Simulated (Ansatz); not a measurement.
Calculated with Ansatz (gas phase, PBE0-D4/def2-TZVP geometries, no zero-point term in ΔE). CCSD(T)/CBS is the MP2 limit (def2-TZVPP, def2-QZVPP) plus CCSD(T) − MP2 in def2-TZVPP, frozen cores. This one scheme is used for every species. Elements past krypton have def2 core potentials. For Br, In outer-core shells are correlated without core-valence functions, which leaves a few kJ/mol of doubt a bond. Scalar relativity is left out up to krypton. Each species was taken in one conformer, which may not be the lowest.

`C[O][InH][CH3]` + HBr → `[CH3][InH][Br]` + CH₃OH  (ligand exchange at the In–O bond)

```
         level  ΔE (kJ/mol)
MP2/def2-QZVPP       -116.4
  HF/CBS(def2)       -142.4
```

Q: What does CCSD(T)/CBS give? (Estimate.)

A: Ansatz gave: -115.3 kJ/mol. The listed levels differ from it by -1.1, -27.1 kJ/mol.

Largest T1 diagnostic among the species: 0.015.

The D4 term adds +3.6 kJ/mol with B3LYP and +2.1 kJ/mol with PBE0; it sums over pairs of atoms, weighted by their polarisabilities, and B3LYP, whose exchange is more repulsive, gets the larger term. At CCSD(T), def2-SVP lies +6.1 kJ/mol from the extrapolated value and def2-TZVPP +3.0 kJ/mol. In def2-TZVPP, CCSD(T) changes the Hartree–Fock value by +32.0 kJ/mol (the triples alone add +4.5 kJ/mol) and MP2 by +29.0 kJ/mol.

B3LYP here is the variant with VWN-RPA as its local correlation; programs differ in this.
